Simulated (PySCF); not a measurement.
C2H10ClNSi2, SMILES C[Si@H](Cl)[C@H](N)[SiH3]. Geometry optimised at PBE-D3(BJ)/def2-SVP. The structure was generated by enumeration; whether it is a known compound was not checked. The values are those of a single conformer.

Problem. Give the equilibrium geometry at PBE-D3(BJ)/def2-SVP (PySCF confirms it by a frequency run) as a Z-matrix. (An estimate is asked for; the answer gives what the named calculation found.)

Solution. Several could match; the one computed here: 
```
C
H 1 1.1154
N 1 1.4807 2 108.94
H 3 1.0297 1 110.53 2 -57.71
H 3 1.0304 4 105.44 1 117.40
Si 1 1.9003 2 107.21 3 -122.49
H 6 1.5071 1 108.53 2 64.96
C 6 1.8790 7 111.20 1 129.31
H 8 1.1080 6 110.83 7 175.25
H 8 1.1083 9 108.43 6 121.79
H 8 1.1100 9 108.29 10 117.23
Si 1 1.9096 2 104.47 3 114.39
H 12 1.5027 1 109.96 2 -50.92
H 12 1.5029 13 109.34 1 120.19
H 12 1.5080 13 109.09 14 118.68
Cl 6 2.1055 7 105.86 1 -112.52
```
